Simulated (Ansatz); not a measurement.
Species: C₂H₆BN, SMILES `B/C=C\N` (charge 0, multiplicity 1), formula C₂H₆BN.

**Question.** How many basis functions does frozen-core CCSD(T)/cc-pVTZ // B3LYP-D3(BJ)/def2-TZVP in Ansatz (a quantum-chemistry and plane-wave program) use, how many core orbitals are frozen, and how many electrons are correlated?

**Answer.** 204 basis functions and 4 frozen orbitals, which leaves 22 correlated electrons. Core time is of the order of minutes.
